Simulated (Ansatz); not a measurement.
Species: HF$_{3}$Ge, SMILES `[F][GeH]([F])[F]` (charge 0, multiplicity 1), formula HF₃Ge.

Problem. How many basis functions does frozen-core CCSD(T)/cc-pVTZ // B3LYP-D3(BJ)/def2-TZVP (Ansatz, a first-principles code) use, how many core orbitals are frozen, and how many electrons are correlated?

Solution. 147 basis functions and 12 frozen orbitals, which leaves 36 correlated electrons (filled d shells below the valence shell are correlated). Core time is of the order of minutes.
